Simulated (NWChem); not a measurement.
**Ionisation of Sn (+1)**

```xyz
1

Sn     0.0000     0.0000     0.0000
```
Charge +1, spin multiplicity 2.

Everything below was run with NWChem.

Basis set: def2-TZVPD. The species with one electron less has spin multiplicity 1. Δ marks differences of total energies (open shells unrestricted). −ε marks an orbital energy of the parent. That orbital need not have the symmetry of the hole or added electron in the Δ rows. That singlet is a closed-shell solution.

Effective core potentials replace the inner electrons of Sn; spin-orbit coupling is left out. B3LYP has NWChem's definition, with VWN1-RPA local correlation. No SCF solution was tested for a lower state. Open-shell Hartree-Fock references start from PBE0 orbitals.

Q: For the first vertical ionisation energy, −ε(alpha HOMO) of B3LYP gives 11.37 eV and −ε(alpha HOMO) of r2SCAN gives 10.95 eV. What do −ε(alpha HOMO) of PBE, −ε(alpha HOMO) of HF, ΔB3LYP give?

A: −ε(alpha HOMO) of PBE: 10.62 eV; −ε(alpha HOMO) of HF: 14.03 eV; ΔB3LYP: 14.32 eV.
